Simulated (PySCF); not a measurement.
# Ar²⁺: ionisation energy

Ar²⁺ [Ne] 3s2 3p4 (3P) → Ar³⁺ [Ne] 3s2 3p3 (4S), as a difference of total energies. All numbers are calculated (PySCF 2.14, the non-relativistic Hamiltonian (point nucleus), in 6-31G*). Correlated levels: valence: [Ne] frozen. The calculations carry no spin-orbit coupling.

```json
{"method": "UHF", "ionisation energy (eV)": "39.331", "difference from reference (eV)": "-1.404"}
{"method": "LDA", "ionisation energy (eV)": "40.859", "difference from reference (eV)": "+0.124"}
{"method": "r2SCAN", "ionisation energy (eV)": "40.654", "difference from reference (eV)": "-0.081"}
{"method": "MP2 (valence)", "ionisation energy (eV)": "39.727", "difference from reference (eV)": "-1.008"}
{"method": "SCS-MP2 (valence)", "ionisation energy (eV)": "39.747", "difference from reference (eV)": "-0.988"}
{"method": "CCSD (valence)", "ionisation energy (eV)": "39.723", "difference from reference (eV)": "-1.012"}
{"method": "CCSD(T) (valence)", "ionisation energy (eV)": "39.730", "difference from reference (eV)": "-1.005"}
```

Reference: 40.735 ± 0.012 eV (semi-empirical (NIST evaluation); NIST Atomic Spectra Database, ionization energies).

The reference lies between the lowest fine-structure levels, while these numbers refer to the centres of the terms.

Errors of the correlated levels include the incompleteness of this basis and the frozen core.
